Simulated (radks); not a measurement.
Values are calculated unless marked as measured or tabulated.
Ionisation of neutral tellurium, [Kr] 4d10 5s2 5p4, to [Kr] 4d10 5s2 5p3 as the strength of local exchange is varied. Level of theory: scalar-relativistic Kohn-Sham, Slater X-alpha exchange (alpha = 2/3 is LDA exchange), no correlation, spin-polarised, spherical densities, finite nucleus; open shells are filled with parallel spins first (spin-orbit coupling, left out, can overturn this in heavy ions); Fermi nuclear charge, rms radius 4.7423 fm (a radial shooting solver on a logarithmic mesh with Libxc functionals).

alpha = 0.642: E(Te) (hartree) -6777.57676; exchange (hartree) -158.58268; IE (eV) 7.296; -e of the level emptied (eV) 3.991 (5p); <r> of it (bohr) 2.770
alpha = 0.648: E(Te) (hartree) -6779.06264; exchange (hartree) -160.09874; IE (eV) 7.337; -e of the level emptied (eV) 4.030 (5p); <r> of it (bohr) 2.766
alpha = 0.667: E(Te) (hartree) -6783.77004; exchange (hartree) -164.90376; IE (eV) 7.467; -e of the level emptied (eV) 4.152 (5p); <r> of it (bohr) 2.751
alpha = 0.735: E(Te) (hartree) -6800.64349; exchange (hartree) -182.15211; IE (eV) 7.944; -e of the level emptied (eV) 4.602 (5p); <r> of it (bohr) 2.698
alpha = 0.781: E(Te) (hartree) -6812.08086; exchange (hartree) -193.86568; IE (eV) 8.275; -e of the level emptied (eV) 4.918 (5p); <r> of it (bohr) 2.665
alpha = 0.811: E(Te) (hartree) -6819.55000; exchange (hartree) -201.52477; IE (eV) 8.495; -e of the level emptied (eV) 5.129 (5p); <r> of it (bohr) 2.643
alpha = 0.831: E(Te) (hartree) -6824.53380; exchange (hartree) -206.63951; IE (eV) 8.644; -e of the level emptied (eV) 5.272 (5p); <r> of it (bohr) 2.630
alpha = 1.001: E(Te) (hartree) -6867.03739; exchange (hartree) -250.39482; IE (eV) 9.959; -e of the level emptied (eV) 6.551 (5p); <r> of it (bohr) 2.519

NIST Atomic Spectra Database: 9.010 eV (measured). The Delta-SCF value meets it near alpha = 0.88. Open shells are spherical and high-spin; term and fine-structure splittings are not resolved. Spin-orbit splitting is averaged out at the scalar-relativistic level.
